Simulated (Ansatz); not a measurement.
The same path of CH6BClO (10 atoms, charge 0, multiplicity 1) was run twice with different band settings. Lost on the way: B1–H2, O8–H10. Made: H2–H10.

Method: RKS B3LYP/6-31G* in Ansatz.

Relaxed end points:

```xyz
10
Properties=species:S:1:pos:R:3
B 0.083 -0.045 0.220
H 0.191 -0.651 1.247
C 1.313 0.063 -0.773
H 1.520 -0.924 -1.203
H 1.137 0.741 -1.621
H 2.225 0.387 -0.257
Cl -1.576 -0.373 -0.595
O -0.147 1.552 0.820
H -0.376 2.108 0.052
H -0.956 1.519 1.365
```

```xyz
10
Properties=species:S:1:pos:R:3
B -0.055 0.520 -0.862
H -0.125 0.585 3.613
C 1.398 0.032 -1.175
H 1.430 -1.062 -1.249
H 1.738 0.414 -2.145
H 2.107 0.350 -0.404
Cl -1.402 0.165 -2.011
O -0.341 1.210 0.266
H -1.279 1.447 0.340
H -0.057 0.716 2.884
```

Common settings: movable images 7; climbing image yes; optimiser quadratic models (default); start path through a guess of the saddle point; force threshold 0.05 eV/Å; end points relaxed.

| run | spring | iteration limit |
| --- | --- | --- |
| 1 | 5.0 eV/Å² | 35 |
| 2 | 0.5 eV/Å² | 42 |

Question: What does each run give, and how far can it be trusted?

Answer: Run 1: converged after 22 iterations, highest image 1.193 eV above the first end. Neighbouring images differ by up to 1.6 eV, so the band resolves the path poorly. A vibrational analysis at the climbing image gives one clearly imaginary mode, 1460i cm⁻¹: a first-order saddle point.
Run 2: converged after 22 iterations, highest image 1.193 eV above the first end. Neighbouring images differ by up to 1.6 eV, so the band resolves the path poorly. Another band between the same ends (7 images) ends at a top of the same energy, where a vibrational analysis finds 1 clearly imaginary mode.
The orbitals stay closed-shell, which can raise the energy where a bond breaks towards radicals; this wasn't checked here.
